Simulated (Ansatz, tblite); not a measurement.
Removing an electron: Zr(NH2)F3 (ZrNF3H2). Charge 0, multiplicity 1. Geometry: r2SCAN-D4/def2-SVP. Ansatz, gas phase; energy differences of separate SCF runs; the oxidised species was run as a doublet alone.

```tsv
atom	x (Å)	y (Å)	z (Å)
Zr1	-0.027	-0.088	-0.776
N2	0.046	0.083	1.236
H3	-0.706	-0.142	1.888
H4	0.835	0.436	1.778
F5	-1.399	-1.350	-1.193
F6	1.726	-0.546	-1.387
F7	-0.475	1.608	-1.545
```

In the def2 sets Zr takes a core potential; there is no spin–orbit coupling. The xTB rows come from tblite.

```json
{"level": "GFN2-xTB", "−HOMO (eV)": "10.91", "vertical IE (eV)": "15.44", "−LUMO (eV)": "7.92", "HOMO–LUMO gap (eV)": "2.99"}
{"level": "PBE-D4/def2-TZVP", "−HOMO (eV)": "6.74", "vertical IE (eV)": "10.40", "−LUMO (eV)": "2.04", "HOMO–LUMO gap (eV)": "4.70"}
{"level": "r2SCAN-D4/def2-TZVP", "−HOMO (eV)": "7.06", "vertical IE (eV)": "10.34", "−LUMO (eV)": "1.84", "HOMO–LUMO gap (eV)": "5.22"}
```

Estimate the rows for GFN1-xTB, PBE0-D4/def2-TZVP.


| level | −HOMO (eV) | vertical IE (eV) | −LUMO (eV) | HOMO–LUMO gap (eV) |
| --- | --- | --- | --- | --- |
| GFN1-xTB | 11.42 | 15.24 | 9.17 | 2.26 |
| PBE0-D4/def2-TZVP | 8.20 | 10.47 | 1.14 | 7.07 |

 Raw xTB energy differences between charge states are shifted by several eV; the methods need an empirical correction for them.
